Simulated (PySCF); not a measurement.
B(Me)2(OEt), SMILES CCOB(C)C (C4H11BO), GFN2-xTB optimised geometry.

```
17

B     -0.55     0.12     0.00
C     -1.25    -1.31    -0.02
H     -0.52    -2.12    -0.07
H     -1.91    -1.41    -0.88
H     -1.86    -1.46     0.86
C     -1.44     1.45     0.00
H     -1.19     2.11     0.83
H     -2.50     1.23     0.06
H     -1.28     2.02    -0.91
O      0.79     0.12     0.00
C      1.62     1.25     0.05
C      2.03     1.56     1.48
H      2.50     1.02    -0.55
H      1.11     2.12    -0.39
H      2.53     0.70     1.92
H      2.71     2.41     1.50
H      1.15     1.79     2.08
```

Density from PySCF 2.14.0 with CAM-B3LYP/def2-SVP at that geometry.

Minimum of the electron density along straight lines between bonded atoms, close to the bond critical point (lines longer than 1.1 times the sum of covalent radii, or with two minima, are not listed):

```csv
bond,length / Å,ρ at the minimum / e bohr⁻³,∇²ρ there / e bohr⁻⁵,position (fraction from the first atom)
B1–C2,1.592,0.179,-0.18,0.32
C2–H3,1.086,0.274,-1.00,0.63
C2–H4,1.088,0.269,-0.96,0.62
C2–H5,1.088,0.269,-0.95,0.62
B1–C6,1.600,0.175,-0.17,0.32
C6–H7,1.089,0.269,-0.95,0.62
C6–H8,1.086,0.274,-0.99,0.62
C6–H9,1.090,0.268,-0.95,0.62
B1–O10,1.336,0.210,?,0.33
O10–C11,1.410,0.255,?,0.66
C11–C12,1.525,0.250,?,0.51
C11–H13,1.096,0.283,-1.09,0.64
C11–H14,1.096,0.282,-1.07,0.64
C12–H15,1.087,0.278,-1.04,0.63
C12–H16,1.087,0.277,-1.03,0.63
C12–H17,1.087,0.277,-1.03,0.63
```

**Question.** What belongs in the gaps?

**Answer.** 
- B1–O10, ∇²ρ there / e bohr⁻⁵: 1.27
- O10–C11, ∇²ρ there / e bohr⁻⁵: -0.37
- C11–C12, ∇²ρ there / e bohr⁻⁵: -0.60
